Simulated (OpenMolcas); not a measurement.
# P: from CASSCF to CASPT2

```json
{"Program": "OpenMolcas", "Basis": "ANO-R3 [6s5p4d2f1g]", "Scalar Hamiltonian": "X2C, finite nucleus", "Active space": "5 electrons in 4 orbitals (3s 3p)", "State averaging": "2S+1 = 4 odd, 1 root; 2S+1 = 2 odd, 8 roots; 2S+1 = 4 even, 3 roots (0 in the spin-orbit step)", "Spin-orbit coupling": "RASSI with atomic mean-field integrals over the reference wave functions, term energies averaged over their components"}
```

Methods on the same reference wave functions:
A. CASSCF
B. SS-CASPT2, IPEA 0.25 Eh, imaginary shift 0.1 Eh (closed shells correlated: 2s 2p)

Energies in cm⁻¹ above 3s² 3p³ ⁴S°_3/2, the measured ground level; measured values from NIST Handbook of Basic Atomic Spectroscopic Data.

```
          Level      A      B  Measured
3s² 3p³ ⁴S°_3/2    0.0    0.0       0.0
3s² 3p³ ²D°_3/2  15341  11720     11361
3s² 3p³ ²D°_5/2  15353  11730     11377
3s² 3p³ ²P°_1/2  20729  19010     18723
3s² 3p³ ²P°_3/2  20733  19010     18748
```

Deviations, from unrounded energies. A percentage is the sum of absolute deviations over the sum of measured energies, with the sign that they share, or ± where signs differ.

```json
{"Against measurement": "mean absolute deviation (cm-1)", "Levels": "4", "A": "3000", "B": "320"}
{"Against measurement": "other terms of the ground configuration (%)", "Levels": "4", "A": "+19.8", "B": "+2.1"}
```

B lies closest to measurement on these levels. The largest miss of B in the table is 3s² 3p³ ²D°_3/2, by +360 cm-1. The ranking rests on the paired levels alone, and a cruder setting can come out closer through cancelling errors.

From A to B the spin-free energies of the other terms of 3s² 3p³ shown, above ⁴S°, scale by factors of 0.76 to 0.92.

The lowest spin-free term lies below A's lowest term by 0.361 hartree in B.

CASPT2 does not keep the components of a term degenerate, so their means are used; among the terms shown or strongly mixed into the levels shown the widest spread is 130 cm-1 (3s² 3p³ ²D°, B). Without dynamic correlation excited terms often stand tens of per cent too high (terms of higher spin than the ground term too low), and those without a measured partner can miss by more than the paired ones (holds for A). Measured partners are found by configuration, term and J. A level has none where our copy of the source lacks it or the pairing is in doubt (some pairs that miss far off the trend of their configuration count as doubtful), and it then counts in no deviation. Levels of configurations outside the active space are missing.

° marks odd parity.
